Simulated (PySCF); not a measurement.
CH₃IOTe. Atoms are numbered in the order given.

```xyz
7

Te     0.5167    -0.6882     0.8641
I     -1.1079     1.0828    -0.4808
O      2.0085    -0.8535    -0.4543
C      1.7683    -1.5788    -1.6468
H      1.0451    -1.0592    -2.3018
H      2.7333    -1.6422    -2.1756
H      1.3964    -2.6019    -1.4566
```

Geometry optimised at B3LYP-D3(BJ)/def2-SVP. This is a generated structure with no PubChem entry under its InChIKey; it may be hypothetical. The def2 effective core potentials stand for the cores of I, Te; spin–orbit coupling is left out. One conformer was computed; it need not be the lowest.

Method: M06-2X/def2-TZVP run with PySCF.

ESP charges are fitted to the potential on shells at 1.4 to 2.0 van der Waals radii. Atomic charges (e):

| atom | ESP fit | Löwdin |
|---|---|---|
| Te1 | 0.23 | 0.38 |
| I2 | -0.10 | -0.08 |
| O3 | … | -0.20 |
| C4 | … | -0.42 |
| H5 | … | 0.10 |
| H6 | … | 0.11 |
| H7 | … | 0.10 |

### Question
Some entries are withheld; supply them. (Estimate from the structure and the level; the computed values follow.)

### Answer

- O3, ESP fit: -0.26
- C4, ESP fit: -0.17
- H5, ESP fit: 0.07
- H6, ESP fit: 0.14
- H7, ESP fit: 0.09

### Question
Give the Mayer and Wiberg (Löwdin basis) orders of the bonds. (Estimate from the structure and the level; the computed values follow.)

### Answer

| bond | Mayer | Wiberg |
|---|---|---|
| Te1–I2 | 1.06 | 1.52 |
| Te1–O3 | 0.94 | 1.30 |
| O3–C4 | 0.91 | 1.61 |
| C4–H5 | 0.97 | 0.94 |
| C4–H6 | 0.96 | 0.93 |
| C4–H7 | 0.97 | 0.94 |
